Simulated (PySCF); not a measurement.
**Peak assignment**

Bonds (- single, = double, # triple, : aromatic): C1-C2, C2=O3, C2-C4, C4:C5, C5:P6, P6:C7, C7:C8, C8:C9, C9-Si10, C9:C4. C1 carries H11, H12, H13; C5 carries H14; C7 carries H15; C8 carries H16; Si10 carries H17, H18, H19.

[PySCF: geometry from GFN2-xTB; NMR shieldings at PBE0/pcSseg-1/GIAO; no solvent; one computed conformer; averaged over atoms made equivalent by symmetry, fast rotation or ring inversion; non-relativistic Hamiltonian]

References, each an isolated molecule treated in the same way: TMS for $^{13}$C and $^{1}$H.

Problem. Assign these signals to the numbered atoms. $^{13}$C{$^{1}$H} NMR (computed): δ 206.4 (C), 169.2 (CH), 165.3 (CH), 152.5 (C), 148.5 (CH), 145.0 (C), 27.4 (CH3).

Solution. 
206.4 → C2, ketone carbonyl carbon: the double bond to the heteroatom, with no lone-pair donor beside it, deshields it most
169.2 → C7, aromatic CH
165.3 → C5, aromatic CH
152.5 → C9, substituted aromatic carbon
148.5 → C8, aromatic CH
145.0 → C4, substituted aromatic carbon
27.4 → C1, methyl carbon α to a carbonyl: the adjacent C=O deshields it moderately

Problem. Assign these signals to the numbered atoms. $^{1}$H NMR (500 MHz, computed): δ 9.90 (m, 1H), 9.47 (m, 1H), 8.96 (m, 1H), 4.78 (s, 3H), 2.91 (s, 3H).

Solution. 
9.90 → H14, hydrogen on an aromatic CH: ring current plus the deshielding of an ortho carbonyl group
9.47 → H15, hydrogen on an aromatic CH
8.96 → H16, hydrogen on an aromatic CH
4.78 → H17/H18/H19, hydrogen on a silicon bonded to C
2.91 → H11/H12/H13, hydrogen on a methyl carbon α to a carbonyl: α to C=O

Splittings by $^{31}$P in the carbon and heteronuclear signals aren't shown, as no couplings were computed. Shifts are as computed. Against solution values, carbons near 30 ppm lie about +3 ppm off and those near 130 ppm about +5 ppm. Of 1211 compounds with measured shifts, 218 miss one by over three times the rms of a fit or turn the order of signals round; such compounds aren't used in these exercises. No couplings were computed; multiplicities are counted from neighbouring protons, with m where these are inequivalent, close in shift, in a saturated or five-membered ring or joined by F or P, and br s for small geminal =CH2 splittings.
